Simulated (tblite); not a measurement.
Level: GFN2-xTB in tblite, geometry and Hessian alike; calculated harmonic values, unscaled, isolated species. This tight-binding method is rough: wavenumbers can miss measured ones by several per cent, in bad cases by 10 to 20. Modes of hydrogen on silicon can be 10 to 20 % off. One conformer each. Thermal functions are those of the rigid rotor and harmonic oscillator, without mixing of conformers.

Problem. Order these by their zero-point energy, highest first (kJ/mol).
A. `C(F)(C1(C)CCC1)F`
B. `ClCCC1[SiH2][SiH2][SiH2][SiH2]1`
C. `C=C[C@@H](OC)[C@@H](C)CN`
D. `CCN1N=CP=C1C#N`
E. `C/N=C/CCS(=O)(=O)[O-]`

Solution. C (551.4), A (391.8), B (364.6), E (327.2), D (283.7).

```
                         SMILES  atoms  mass (u)  symmetry number  modes under 300 cm⁻¹  ZPE (kJ/mol)  S translation (J/(mol K))  S rotation  S vibration      S     Cp
       C=C[C@@H](OC)[C@@H](C)CN     24    129.12                1                    10         551.4                      161.2       118.6        101.1  380.9  138.5
                 CC1(C(F)F)CCC1     18    120.08                1                     5         391.8                      160.3       112.9         56.4  329.6   98.4
ClCCC1[SiH2][SiH2][SiH2][SiH2]1     21    195.98                1                     8         364.6                      166.4       127.0        117.4  410.7  163.4
          C/N=C/CCS(=O)(=O)[O-]     17    150.02                1                     8         327.2                      163.0       119.0         81.5  363.5  118.8
                   CCn1ncpc1C#N     15    139.03                1                     5         283.7                      162.1       117.4         62.1  341.7  104.5
```

Entropies and Cp are for 200 K and 1 bar.
